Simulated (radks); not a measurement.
Problem. The mean radii <r> (bohr) of the occupied orbitals of an atom or ion are listed with their occupations. All-electron calculation, Dirac Kohn-Sham, PBE, spin-unpolarised, spherical densities, point nucleus. Program: a radial shooting solver on a logarithmic mesh with Libxc functionals.

orbital  occ.      <r>
1s1/2       2  0.01898
2s1/2       2  0.07976
2p1/2       2  0.06612
2p3/2       4  0.07385
3s1/2       2   0.2081
3p1/2       2   0.1981
3p3/2       4   0.2124
3d3/2       4   0.1863
3d5/2       6   0.1908
4s1/2       2   0.4682
4p1/2       2   0.4746
4p3/2       4   0.5076
4d3/2       4   0.5287
4d5/2       6   0.5402
5s1/2       2    1.127
5p1/2       2    1.245
5p3/2       4    1.343
4f5/2       6   0.6653
4f7/2       8   0.6770
6s1/2       1    2.736

Name the element and its charge. Open shells, if any, are shared by 2j + 1.

Solution. Z = 72, hafnium, charge +3: Hf3+ in [Xe] 4f14 6s1. The 1s radius gives Z: for a bare nucleus <r> = (2 gamma + 1)/(2Z) with gamma = sqrt(1 - (Z/c)^2), 0.01876 bohr for Z = 72, and screening makes it slightly larger (0.01898 here). The occupations add up to 69, and the charge is Z minus that.
